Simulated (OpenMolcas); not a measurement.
**Levels of C III by method**

```
Program             : OpenMolcas 26.06
Basis               : ANO-R1 [3s2p1d]
Scalar Hamiltonian  : X2C, finite nucleus
Active space        : 2 electrons in 4 orbitals (2s 2p)
State averaging     : 2S+1 = 3 even, 3 roots; 2S+1 = 1 even, 7 roots; 2S+1 = 3 odd, 3 roots; 2S+1 = 1 odd, 3 roots
Spin-orbit coupling : RASSI with atomic mean-field integrals over the reference wave functions, term energies averaged over their components
```

Methods on the same reference wave functions:
A. CASSCF
B. SS-CASPT2, IPEA 0.25 Eh, imaginary shift 0.1 Eh (closed shells correlated: 1s)
C. MS-CASPT2, IPEA 0.25 Eh, imaginary shift 0.1 Eh (closed shells correlated: 1s)

Energies in cm-1 above 2s2 1S0, the measured ground level; measured values from Moore, Selected Tables of Atomic Spectra, NSRDS-NBS 3, section 3.

| Level | A | B | C | Measured |
| --- | --- | --- | --- | --- |
| 2s2 1S0 | 0.0 | 0.0 | 0.0 | 0.0 |
| 2s 2p 3P* 0 | 53481 | 52998 | 53007 | 52367 |
| 2s 2p 3P* 1 | 53506 | 53023 | 53032 | 52391 |
| 2s 2p 3P* 2 | 53556 | 53073 | 53082 | 52447 |
| 2s 2p 1P* 1 | 114082 | 107334 | 107342 | 102352 |
| 2p2 3P0 | 140102 | 139412 | 139420 | 137426 |
| 2p2 3P1 | 140126 | 139436 | 139445 | 137454 |
| 2p2 3P2 | 140175 | 139485 | 139494 | 137502 |
| 2p2 1D2 | 156998 | 150620 | 150628 | 145876 |
| 2p2 1S0 | 196980 | 189317 | 189334 | 182520 |

Deviations, from unrounded energies. A percentage is the sum of absolute deviations over the sum of measured energies, with the sign that they share, or ± where signs differ.

```
           Against measurement  Levels     A     B     C
mean absolute deviation (cm-1)       9  5400  2700  2700
      other configurations (%)       9  +4.9  +2.4  +2.4
```

B, C lie about equally close to measurement and A furthest from it. The largest miss of B in the table is 2p2 1S0, by +6800 cm-1. The ranking rests on the paired levels alone, and a cruder setting can come out closer through cancelling errors.

Between B and C the level of the table that moves most is 2p2 1S0, by 17 cm-1 (lowest in B, highest in C).

The lowest spin-free term lies below A's lowest term by 0.004 hartree in B, 0.004 hartree in C.

Computed and measured levels are paired by configuration, term and J; levels that our copy of the source lacks, or whose pairing is in doubt (as where it misses far off the trend of its configuration), stay unpaired and out of the deviations. Only configurations of the active space appear.

* marks odd parity.
